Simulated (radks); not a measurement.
Results of a calculation; reference values are marked as such.
Valence configurations of Ne2+ (all share [He]). Level of theory: Dirac Kohn-Sham, PBE, spin-unpolarised, spherical densities, point nucleus; open shells fill j = l - 1/2 first (a radial shooting solver on a logarithmic mesh with Libxc functionals). Energies are relative to 2s2 2p4; eigenvalues in eV.

valence	E (eV)	e(2p1/2)	e(2p3/2)	e(2s1/2)
2s2 2p4	0.000	-54.899	-54.763	-78.116
2s1 2p5	23.400	-54.645	-54.511	-77.957
2p6	46.892	-54.431	-54.299	-
2s0.5 2p5.5	35.135	-54.533	-54.400	-77.892
2s1.5 2p4.5	11.689	-54.766	-54.632	-78.032

NIST lists [He] 2s2 2p4 as the ground configuration; this level of theory agrees among the configurations tried. The energies are those of spherical spin-averaged densities, not of single terms.
